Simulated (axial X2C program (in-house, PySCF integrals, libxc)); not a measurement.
# TiBr⁺: from the spin-free to the two-component result

All values were computed with an axial X2C code built on PySCF integrals. Spin-free means the one-electron spin-free X2C Hamiltonian; two-component (2c) means X2C with spin–orbit coupling and atomic mean-field two-electron Coulomb and Gaunt terms, so the difference of the two also holds small scalar two-electron terms. Basis: Br dyall-cv3z [8s9p6d4f1g], Ti dyall-cv3z [10s10p6d4f2g] (cores contracted in-house); Gaussian nuclei, density fitting, unrestricted open shells. Masses: Br 78.918 u, Ti 47.948 u.

Spin-free state: M_S = 1, Λ = 2 (beyond evenly filled blocks: σα, δ+α); fragments Br + Ti+.

```csv
level,Re (Å),ωe (cm⁻¹),De (eV),μ (D)
PBE0,2.277,372.2,3.699,8.98
HF,2.387,341.6,2.069,11.82
MP2,2.340,347.2,3.410,n/a
BHandHLYP,2.316,360.3,3.310,10.12
```

Correlated methods: 10 electrons correlated (number of frozen shells: Br 3 s, 2 p, 1 d; Ti 3 s, 2 p), 296 virtual spin orbitals or spinors in MP2.

Dipoles are positive if Ti is the positive end and refer to the centre of mass.

Two-component determinant lowest at the distance of the search:

Ω = 1 (⟨Sz⟩ = -1.00, ⟨Lz⟩ = 2.00 at HF); fragments Br + Ti+.

| level | Re (Å) | ωe (cm⁻¹) | μ (D) |
| --- | --- | --- | --- |
| PBE0 | 2.278 | 371.6 | 8.97 |
| HF | 2.388 | 341.0 | 11.82 |
| MP2 | 2.342 | 346.7 | n/a |
| BHandHLYP | 2.317 | 359.6 | 10.11 |

Problem. From the two tables, how do the constants change at the MP2 level (2c against spin-free)?

Solution. At the MP2 level Re increases by 0.002 Å and ωe drops by 0.5 cm⁻¹.

The state is a single determinant with fixed occupations, the lowest that a limited PBE0 search found. De is counted from the lowest determinant-based energies of the atoms at the same level, without counterpoise correction. De is not given where an atomic determinant may have missed its ground term or J level, or where the truncated virtual space spoils (T). Density functionals use the spin component along the axis (collinear). Other states lie close and PBE0, whose exact exchange favours high spin, may order them wrongly; the determinant shown need not be the ground state. The nearest other spin-free determinant of the search, M_S = 1, Λ = 3, lies 0.19 eV up at the distance of the search. The functionals have no current-density term, which raises determinants with orbital currents, atoms included. With several unpaired electrons one determinant need not be a pure state. The outer-core s and p shells of the metal are frozen in the correlated rows, which leaves out core–valence correlation; for alkali and alkaline-earth bonds that tends to lengthen them. With the outer-core shells frozen, correlated bond lengths of heavy atoms tend to come out a few hundredths of an ångström too long.
